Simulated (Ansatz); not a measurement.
H₄BClO₂Si (SMILES OB(O)[SiH2]Cl), singlet, geometry from GFN2-xTB; SC-NEVPT2/6-31G, CASSCF(4,5) (Ansatz, a first-principles code).

Here is a job for Ansatz.
Ansatz 0.2 input:
```yaml
crystal:
  periodic: [false, false, false]
  atoms:
    - {symbol: Si, position_ang: [-0.82331107, -0.53701214, -0.18186618]}
    - {symbol: Cl, position_ang: [-1.43052452, 1.40446102, 0.02250962]}
    - {symbol: B, position_ang: [1.15245682, -0.59923392, 0.05893940]}
    - {symbol: O, position_ang: [1.88461641, -1.73755811, -0.01333124]}
    - {symbol: O, position_ang: [1.88844685, 0.50473775, 0.31186821]}
    - {symbol: H, position_ang: [-1.33451043, -0.97426488, -1.48952425]}
    - {symbol: H, position_ang: [-1.62220100, -1.30376126, 0.78578821]}
    - {symbol: H, position_ang: [1.43265036, -2.55934554, -0.18948391]}
    - {symbol: H, position_ang: [1.42254267, 1.33843686, 0.37369031]}
basis:
  gaussian:
    orbitals: 6-31G
magnetization: {spin_polarized: false}
correlation: {method: sc_nevpt2, electrons: all, active_space: {window: {electrons: 4, orbitals: 5}}}
```

The log (banner, timings and long lists left out):

```
Functional definition: HF
684 factors; integrals over basis functions are off by at most 2.3e-4 eV
mean field evaluation 1: about -25170.2187 eV, gradient 4.1e1 eV
mean field evaluation 2: about -25170.2261 eV, gradient 4.1e1 eV
mean field evaluation 4: about -25173.8947 eV, gradient 2.6e0 eV
mean field evaluation 8: about -25173.9208 eV, gradient 5.4e-5 eV
mean field -25173.92084040 eV, -925.1245273883 hartree, gradient 9.7e-6 eV, S^2 0.000000; 0 other end points of the search recorded, 0 dependent functions left out
reference -25173.92084040 eV, -925.1245273883 hartree; 28, 28 occupied and 33, 33 virtual orbitals, 684 factors
state -25175.36115288 eV, -925.1774578955 hartree
state -25175.36115288 eV, -925.1774578955 hartree; corrected -25184.40935825 eV, -925.5099733100 hartree
state -25175.27237365 eV, -925.1741953190 hartree
state -25175.27237365 eV, -925.1741953190 hartree; corrected -25184.40659784 eV, -925.5098718665 hartree
state -25175.36115288 eV, -925.1774578955 hartree; corrected -25184.40935825 eV, -925.5099733100 hartree
state -25174.81077646 eV, -925.1572319353 hartree
state -25174.81077646 eV, -925.1572319353 hartree; corrected -25184.82550095 eV, -925.5252662720 hartree
state -25174.81077646 eV, -925.1572319353 hartree; corrected -25184.82550095 eV, -925.5252662720 hartree
the orbitals are reached from a further start. From the first start the search ends at -25175.27237020 eV, -925.1741951925 hartree
WARN: the results are in doubt because another end's mean lies 0.550 eV lower, and its corrected mean 0.416 eV higher
Total energy: -25184.82550095 eV, -925.5252662720 hartree
In doubt: another end's mean lies 0.550 eV lower, and its corrected mean 0.416 eV higher
```
